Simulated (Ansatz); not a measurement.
Pulling the pair apart

The pair of HCl (SMILES Cl, atoms 1–2) and HBr (SMILES Br, atoms 3–4), both closed shells, in one local arrangement (a lower one may exist), relaxed at PBE0-D4/def2-TZVP:

```xyz
4
angstrom
Cl 0.0227 0.5692 -1.5460
H 0.2939 -0.6722 -1.7041
Br -0.1718 -0.1754 2.3015
H -0.1448 0.2785 0.9488
```

HBr is shifted rigidly along the line between the mean atom positions of the two fragments (negative: closer). Counterpoise interaction energies in kcal/mol. Program: Ansatz 0.2.0. Basis: def2-TZVPPD. Cores are frozen in the correlated methods. Filled d shells of the heavier atoms are correlated. The def2 sets are not built for correlating such inner shells, so the correlated values are less sure here.

```tsv
shift (Å)	wB97M-V	HF	r2SCAN-D4
-0.39	0.26	3.90	-0.70
-0.20	-1.11	1.50	-1.63
0.00	-1.56	0.28	-1.84
0.20	-1.58	-0.29	-1.74
0.47	-1.35	-0.57	-1.42
0.98	-0.84	-0.53	-0.86
1.96	-0.33	-0.26	-0.33
3.92	-0.08	-0.08	-0.08
```

(1) What does CCSD(T) give at these shifts? (An estimate is asked for; the value comes from the calculation.)

T1 diagnostic: at most 0.006.

Answers

(1) The calculation gives: 0.96, -0.60, -1.21, -1.35, -1.24, -0.82, -0.33, -0.08 kcal/mol. For zero shift, CCSD(T) at an estimated basis limit (MP2 extrapolated from triple and quadruple zeta, plus CCSD(T) − MP2 in triple zeta) gives -1.71 kcal/mol. These are counterpoise interaction energies, counted from the two frozen fragments.

For scale, one of the runs: CCSD(T)/def2-TZVPPD, 142 basis functions, launched by `ansatz run in.yaml --threads 2 --pin off --events-out ev --progress --plain --max-ram 5222MiB`. Time: 11 s of wall clock on 2 CPU threads of an Intel Xeon Platinum 8559C; the host was shared. Peak host memory: 0.81 GiB.
